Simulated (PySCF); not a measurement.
CH$_{2}$ (SMILES [CH2]), singlet, at a GFN2-xTB geometry. Base run: PySCF with B3LYP/6-31G*.

Geometry (Å):
```xyz
3

C      0.0011     0.1639     0.0162
H     -0.8848    -0.4870    -0.0387
H      0.8784    -0.4964    -0.0587
```
Charge 0, spin multiplicity 1.
All else is at PySCF's defaults.
Base energy -39.12596 Eh.

Each row names what was changed in the base input (with any setting that the change needs).

```
change                                     ΔE vs base (µEh)  grid points  electrons on the grid
-----------------------------------------  ----------------  -----------  ---------------------
base                                                    0.0        33736                8.00000
grids.level = 2                                        -0.1        21952                8.00000
grids.level = 5                                         0.0        90064                8.00000
grids.level = 4                                         0.0        60024                8.00000
grids.prune = dft.gen_grid.treutler_prune              -0.6        28880                8.00000
grids.prune = dft.gen_grid.sg1_prune                   -1.1        14952                8.00000
grids.atom_grid = (50, 194)                            -0.8        19864                8.00000
grids.atom_grid = (150, 974)                            0.0       244504                8.00000
small_rho_cutoff = 0                                    0.0        33736                8.00000
grids.becke_scheme = stratmann                          0.7        33736                8.00000
grids.radi_method = gauss_chebyshev                     0.0        32912                8.00000
```
